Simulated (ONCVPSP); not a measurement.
## What one change does to a pseudopotential (germanium, ONCV)

ONCVPSP 4.0.1 input, shortened (lines: element, Z, core and valence counts, functional; n l f; lmax; l rc ep ncon nbas qcut; lloc lpopt rc5 dvloc0; l nproj debl; icmod fcfact rcfact), PBEsol, scalar-relativistic:

```
  Ge 32.00    6    2  -116133      upf
    1    0    2.00
    2    0    2.00
    2    1    6.00
    3    0    2.00
    3    1    6.00
    3    2   10.00
    4    0    1.00
    4    1    3.00
    1
    0    1.50    0.00    4    7    4.20
    1    1.75    0.00    4    8    4.90
    4    4    1.30   -1.00
    0    2    0.60
    1    3    1.30
    3    5.25    1.35
```

All-electron outer shells of the reference configuration (PBEsol, scalar-relativistic, ld1.x):

| shell | level (eV) | outermost node (bohr) | outermost maximum (bohr) |
| --- | --- | --- | --- |
| 3p | -117.22 | 0.23 | 0.54 |
| 3d | -31.05 | – | 0.50 |
| 4s | -12.70 | 0.77 | 1.73 |
| 4p | -4.59 | 0.82 | 2.16 |

Change: all radii but the core radius scaled by about 1.24 (s 1.86, p 2.18 bohr); local potential polynomial inside 1.62 bohr (lpopt 4, dvloc0 -1 Ha).

Cutoffs: the cutoffs (Ha) at which the residual kinetic energy of the hardest occupied pseudo-wave falls to 1 and 0.1 mHa per electron; they do not see the model core or the augmentation charge, which bear on the density cutoff. Errors are all-electron minus pseudo energies relative to the spin-unpolarised reference configuration.

**Question.** How do hardness, ghosts and transferability respond?

**Answer.** The potential gets neither clearly harder nor softer (8.7 Ha and 25 Ha → 8.4 Ha and 26 Ha); the bound ghost in p disappears; the errors of the 4 common tests hardly move.

```tsv
quantity	base	changed
cutoff, loose	8.7 Ha	8.4 Ha
cutoff, tight	25 Ha	26 Ha
loose cutoff by channel	s 8.7 Ha, p 7.4 Ha	s 8.4 Ha, p 6.5 Ha
bound ghosts	p	none
GHOST(+) flags under 300 eV	s at 67.2 eV	s at 133.2 eV
error for 4s2 4p2, meV [ΔE -7.98 eV]	-9.2	-8.8
error for 4s2 4p1, meV [ΔE -0.53 eV]	+0.3	+0.6
error for 4s2 4p0, meV [ΔE 14.92 eV]	-22	-23
error for 4s2 4p1.5, meV [ΔE -5.18 eV]	-4.4	-4.0
rms error of d²Exc/dni dnj with the model core, mHa	0.68	0.71
```

Base: The cutoffs count occupied waves only; projector 3 of the p channel, the hardest unoccupied one, needs 50 Ha at the loose tolerance. A true bound ghost makes a file unfit for plane-wave use even where its test errors are small: the radial tests pick states by their node count and pass the ghost by.
